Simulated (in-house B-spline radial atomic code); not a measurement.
## B97-1 excitations of the boron ion B³⁺

Method: B97-1. Computed with an all-electron radial atomic-structure program (B-spline basis): linear response of the closed shell 1s2 with the functional's adiabatic kernel; non-relativistic, point nucleus, no spin-orbit coupling, no double excitations, S, P, D and F terms only.

Command:
```bash
python run_td.py task.json out
```
Settings (radii: box in bohr, nucleus in fm):
```
Z                        5
electrons                2
configuration            1s2
hamiltonian              nr
method                   b97_1
box_radius               23.08
intervals                47
```

Time taken, with all properties: 0.1 s on 1 thread of Intel(R) Xeon(R) Platinum 8488C (Sapphire Rapids), on a shared host.

The lowest states, in the order of their Tamm-Dancoff energies; the method's threshold (minus the highest occupied level) is 237.78 eV. Labels give the largest channel, * marks a mixed state, and oscillator strengths are full-response dipole values. Semilocal kernels can invert the small singlet-triplet splittings of Rydberg terms. Energies in eV:

```json
{"state": "1s → 2s 3S", "full response": "190.47", "Tamm-Dancoff": "190.50", "oscillator strength": "-"}
{"state": "1s → 2s 1S", "full response": "194.81", "Tamm-Dancoff": "194.89", "oscillator strength": "-"}
{"state": "1s → 2p 3P", "full response": "195.61", "Tamm-Dancoff": "195.63", "oscillator strength": "-"}
{"state": "1s → 2p 1P", "full response": "198.01", "Tamm-Dancoff": "198.03", "oscillator strength": "0.519"}
{"state": "1s → 3s 3S", "full response": "219.30", "Tamm-Dancoff": "219.30", "oscillator strength": "-"}
{"state": "1s → 3s 1S", "full response": "220.18", "Tamm-Dancoff": "220.20", "oscillator strength": "-"}
{"state": "1s → 3p 3P", "full response": "220.70", "Tamm-Dancoff": "220.70", "oscillator strength": "-"}
{"state": "1s → 3p 1P", "full response": "?", "Tamm-Dancoff": "?", "oscillator strength": "?"}
{"state": "1s → 3d 3D", "full response": "?", "Tamm-Dancoff": "?", "oscillator strength": "-"}
{"state": "1s → 3d 1D", "full response": "221.82", "Tamm-Dancoff": "221.82", "oscillator strength": "-"}
```

Q: Where does 1s → 3d 3D lie?

A: At 221.59 eV in full response, 221.59 eV in Tamm-Dancoff.

Q: Where does 1s → 3p 1P lie?

A: At 221.20 eV in full response, 221.20 eV in Tamm-Dancoff, oscillator strength 0.104.

Q: How large is the singlet-triplet splitting of 1s → 2s (S terms) in Tamm-Dancoff?

A: 4.39 eV, from the unrounded values.

Q: What polarisabilities and dispersion coefficient does the method give?

A: Dipole 0.02021 bohr³, quadrupole 0.003678 bohr⁵, C6 0.002697 hartree·bohr⁶ for two such species.
